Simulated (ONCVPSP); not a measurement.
## Varying the ONCV potential for Pd (Z = 46)

Base potential:

ONCVPSP 4.0.1 input, shortened (lines: element, Z, core and valence counts, functional; n l f; lmax; l rc ep ncon nbas qcut; lloc lpopt rc5 dvloc0; l nproj debl; icmod fcfact rcfact), PW91, scalar-relativistic:

```
  Pd 46.00    7    3  -109134      upf
    1    0    2.00
    2    0    2.00
    2    1    6.00
    3    0    2.00
    3    1    6.00
    3    2   10.00
    4    0    2.00
    4    1    6.00
    4    2    9.00
    5    0    1.00
    2
    0    2.75    0.00    5    9    2.80
    1    1.00    0.00    3    7    7.20
    2    1.65    0.00    4    9    9.50
    4    3    0.80    6.00
    0    2    3.50
    1    3    1.00
    2    3    1.30
    3    5.75    1.55
```

In the p channel the program set the typed energies aside and used -2.004, 0.250, 1.250 Ha.

Cutoffs, loose and tight: the cutoffs (Ha) at which the residual kinetic energy of the hardest occupied pseudo-wave falls to 1 and 0.1 mHa per electron. They do not see the model core or the augmentation charge, which bear on the density cutoff. Test errors are all-electron minus pseudo excitation energies from the reference, over the configurations 4p6 4d10 5s0; 4p6 4d9 5s0; 4p6 4d8 5s0; 4p6 4d6 5s0. A dash means not determined; rows that change the core or the reference have their own tests. The largest error is taken over the tests solved by every variant that gives reliable tests at all: 4p6 4d10 5s0; 4p6 4d8 5s0; 4p6 4d9 5s0.

A true bound ghost makes a file unfit for plane-wave use even where its test errors are small: the radial tests pick states by their node count and pass the ghost by.

| change | outcome | cutoff, loose | cutoff, tight | bound ghosts | GHOST(+) flags above zero | largest test error (meV) |
| --- | --- | --- | --- | --- | --- | --- |
| base | generated, projector energies reset by the program | 141 Ha | 226 Ha | s, p | s | -20 |
| s: ncon 4, nbas 8 | generated, projector energies reset by the program | 141 Ha | 226 Ha | s, p | none | -14 |
| local potential polynomial inside 0.95 bohr (lpopt 5, dvloc0 0 Ha) | generated, projector energies reset by the program | 141 Ha | 226 Ha | s, p | s | -20 |
| s: rc 3.26 | generated, projector energies reset by the program | 141 Ha | 226 Ha | s, p | s | -15 |
| reference 4p6 4d10; wave 5s: rc 2.75 bohr, ncon 5, nbas 9, qcut 2.8 1/bohr, 2 projectors, debl 3.5 Ha becomes s scattering state at 0.27 Ha: rc 2.75 bohr, ncon 5, nbas 9, qcut 2.8 1/bohr, 2 projectors, debl 3.5 Ha | generated, projector energies reset by the program | 141 Ha | 226 Ha | s, p | s | -15 over the solved tests; 1 of 4 tests not solved or not reliable |
| core correction Teter function, fcfact 1.3, rcfact 1.55 | generated, projector energies reset by the program | 141 Ha | 226 Ha | s, p | s | -20 |
| d: nproj 2 | generated, projector energies reset by the program | 141 Ha | 226 Ha | s, p | s | -20 |
| functional PBEsol | generated, projector energies reset by the program | 141 Ha | 226 Ha | s, p | s | -20 |

(1) What comes out with this change to the base: s: qcut 1.7; p: qcut 4.3; d: qcut 5.7?

## Answers

(1) outcome: generated, projector energies reset by the program; cutoff, loose: 144 Ha; cutoff, tight: 230 Ha; bound ghosts: s, p; GHOST(+) flags above zero: s, d; largest test error (meV): -10.
